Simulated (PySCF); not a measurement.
# How methods differ on the excitation energy of F⁺

F⁺ [He] 2s2 2p4 (3P) → F⁺ [He] 2s2 2p3 3s1 (5S), as a difference of total energies. All numbers are calculated (PySCF 2.14, scalar relativity by spin-free X2C-1e, in x2c-QZVPPall with one added diffuse shell each of s, p, d, f type (8s5p4d3f1g, 73 functions)). Correlated levels: valence: 1s2 frozen; valence and next inner shell: nothing frozen. The calculations carry no spin-orbit coupling.

| method | excitation energy (eV) |
| --- | --- |
| UHF | 20.748 |
| LDA | 22.048 |
| PBE | 22.199 |
| PBE0 | 22.127 |
| r2SCAN | 22.214 |
| r2SCANh | 22.167 |
| M06-L | 22.854 |
| r2SCAN0 | 22.099 |
| HSE06 | 22.159 |
| MP2 (valence) | 21.814 |
| SCS-MP2 (valence) | 22.014 |
| MP2 (valence and next inner shell) | 21.835 |
| SCS-MP2 (valence and next inner shell) | 22.025 |

**Question.** How much does correlation contribute at MP2 (valence and next inner shell)?

**Answer.** 21.835 − (20.748) = 1.087 eV, measured against UHF.

Errors of the correlated levels include the incompleteness of this basis and the frozen core.

The promoted electron is Rydberg-like, and one or two diffuse shells describe it only roughly, which tends to raise the upper state.

For comparison: 21.862 eV (measured; NIST levels, between the centres of gravity of the two terms).
